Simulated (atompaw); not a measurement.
# Varying the PAW (atompaw) potential for bismuth (Bi)

Base potential:

```
Element                 : Bi (Z = 83)
Generator               : atompaw 4.2.0.5
Type                    : PAW
Functional              : PBE
Relativity              : scalar-relativistic
Frozen core             : [Xe] 4f14
Valence charge          : 15
Reference configuration : 5d10 6s2 6p3
Partial waves           : 6s (bound): rc 2.10 bohr; 6s channel at 0.6 Ry: rc 1.95 bohr; 6p (bound): rc 2.10 bohr; 6p channel at 0.75 Ry: rc 2.10 bohr; 5d (bound): rc 2.10 bohr; 5d channel at -0.5 Ry: rc 2.10 bohr
Local potential         : bessel scheme, radius 1.70 bohr
Core correction         : smooth core density matched at 1.30 bohr
Augmentation charge     : besselshape compensation charge, radius 1.60 bohr; PAW radius 2.10 bohr; waves and projectors: custom polynom gramschmidtortho
```

All-electron outer shells of the reference configuration (PBE, scalar-relativistic, ld1.x):

```
shell  level (eV)  outermost node (bohr)  outermost maximum (bohr)
   4f     -152.59                      –                      0.34
   5p      -95.86                   0.48                      0.86
   5d      -27.08                   0.51                      1.03
   6s      -14.48                   0.98                      1.88
   6p       -4.57                   1.14                      2.44
```

Cutoffs, loose and tight: the cutoffs (Ry, on a coarse ladder) from which the occupation-weighted sum of valence levels, in a spherical-Bessel basis at the reference potential, stays within 10 and 1 mRy of its value at 400 Ry. They see the waves, projectors and local potential, not the compensation charge or the core. A dash means not determined.

A true bound ghost makes a file unfit for plane-wave use even where its test errors are small: the radial tests pick states by their node count and pass the ghost by.

| change | outcome | cutoff, loose | cutoff, tight | bound ghosts |
| --- | --- | --- | --- | --- |
| base | generated | 35 Ry | 55 Ry | p |
| local potential bessel scheme, radius 0.92 bohr | generated | 35 Ry | 55 Ry | s, p |
| local potential bessel scheme, radius 1.08 bohr | generated | 35 Ry | 55 Ry | s, p |
| local potential bessel scheme, radius 1.20 bohr | generated | 35 Ry | 55 Ry | s, p |
| local potential bessel scheme, radius 1.30 bohr | generated | 35 Ry | 55 Ry | p, s |
| local potential bessel scheme, radius 1.50 bohr | generated | 35 Ry | 55 Ry | p |
| local potential bessel scheme, radius 1.60 bohr | generated | 35 Ry | 55 Ry | p |
| local potential bessel scheme, radius 1.78 bohr | generated | 35 Ry | 55 Ry | p |
| local potential bessel scheme, radius 1.90 bohr | generated | 35 Ry | 55 Ry | none |
| local potential bessel scheme, radius 2.04 bohr | generated | 35 Ry | 55 Ry | p |

Reading the sweep of the r_vloc (base included, trends over the rows without a ghost): Bound ghosts are found at 0.92, 1.08, 1.2, 1.3, 1.5, 1.6, 1.7, 1.78, 2.04 bohr.
